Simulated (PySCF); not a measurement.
H3O4Si, SMILES O[Si](O)([O])O, multiplicity 2.

Coordinates come from a B3LYP-D3(BJ)/def2-SVP optimisation. The isomer is the one that the SMILES or the coordinates give; other isomers of the formula were not compared. The values are those of a single conformer.

Computed with PBE0/def2-TZVP (PySCF).

Isolated molecule, no solvent.

```yaml
total_energy: -592.02608 hartree
"α spin, highest occupied and lowest empty level": -9.46 and 0.28 eV
"β spin, highest occupied and lowest empty level": -9.07 and -4.58 eV
dipole_moment: 1.49 D
quadrupole, principal values (traceless, Buckingham form, about the centre of nuclear charge): -8.47, 2.84, 5.62 D·Å
mean_static_polarisability: 35.9 bohr³ (5.32 Å³)
polarisability_principal_values: 35.2, 35.7, 36.9 bohr³
"⟨S²⟩": 0.754 (pure state 0.75)
```
